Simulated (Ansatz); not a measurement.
Z-matrix (Å, degrees):
```
B
F 1 1.3215
H 1 1.1930 2 117.80
H 1 1.1930 3 124.40 2 -180.00
```
Charge 0, multiplicity 1.

Computed with frozen-core CCSD(T)/cc-pVQZ // B3LYP-D3(BJ)/def2-TZVP (Ansatz, an electronic-structure program).

```yaml
HF energy: -125.38353 Ha
MP2 correlation energy: -0.38811 Ha
```

### Question
Estimate the CCSD correlation energy, the (T) correction, the total energy and the T1 diagnostic.

### Answer

| Quantity | Result |
|---|---|
| CCSD correlation energy | -0.39900 Ha |
| (T) correction | -0.01179 Ha |
| CCSD(T) total energy | -125.79432 Ha |
| T1 diagnostic | 0.013 |
